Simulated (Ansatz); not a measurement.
Input for Ansatz (a first-principles code): R-CCSD(T)/def2-SVP on CH3ClTe (SMILES C[Te]Cl), a point of a torsion scan. Elements past Kr take the def2 small-core potentials; no spin–orbit coupling. The run froze 15 orbitals, filled d shells among them.

Ansatz 0.2 input:
```yaml
crystal:
  periodic: [false, false, false]
  atoms:
    - {symbol: C, position_ang: [-0.70358713, -0.00227422, 0.03613139]}
    - {symbol: Te, position_ang: [1.10763484, 1.16733267, -0.13637880]}
    - {symbol: Cl, position_ang: [1.68705159, 0.90271327, 2.11418823]}
    - {symbol: H, position_ang: [-0.78375947, -0.33583410, 1.06091080]}
    - {symbol: H, position_ang: [-1.56055171, 0.60664286, -0.21803115]}
    - {symbol: H, position_ang: [-0.65356556, -0.85775644, -0.62372968]}
basis:
  gaussian:
    orbitals: def2-SVP
magnetization: {spin_polarized: false}
correlation: {method: ccsd_t, electrons: outside_noble_gas}
scf: {lower_state_search: off}
```

The head of its log:

```
WARN ansatz: RAYON_NUM_THREADS=1 ignored (pool sized by the plan → 1); use --threads N
Functional definition: HF
these checks for a lower state are left out or cut short: stability, starts, cluster_reference, orbital_swaps, neighbouring_geometries, increment
integrals: 0.06 GiB planned
795 factors; integrals over basis functions are off by at most 1.3e-3 eV
mean field: 0.15 GiB planned
mean field evaluation 1: about -20841.0066 eV, gradient 1.9e1 eV
mean field evaluation 2: about -20841.0158 eV, gradient 1.9e1 eV
mean field evaluation 4: about -20842.1129 eV, gradient 1.9e0 eV
mean field evaluation 8: about -20842.1275 eV, gradient 8.2e-5 eV
mean field -20842.12752021 eV, -765.9340590661 hartree, gradient 1.8e-6 eV, S^2 0.000000; 0 other end points of the search recorded, 0 dependent functions left out
15 core orbitals not correlated
reference -20842.12752021 eV, -765.9340590661 hartree; 10, 10 occupied and 48, 48 virtual orbitals, 795 factors
```

Question: What total energy does the run end on?

Answer: -766.3586 hartree (reference determinant -765.9341, T1 diagnostic 0.011).
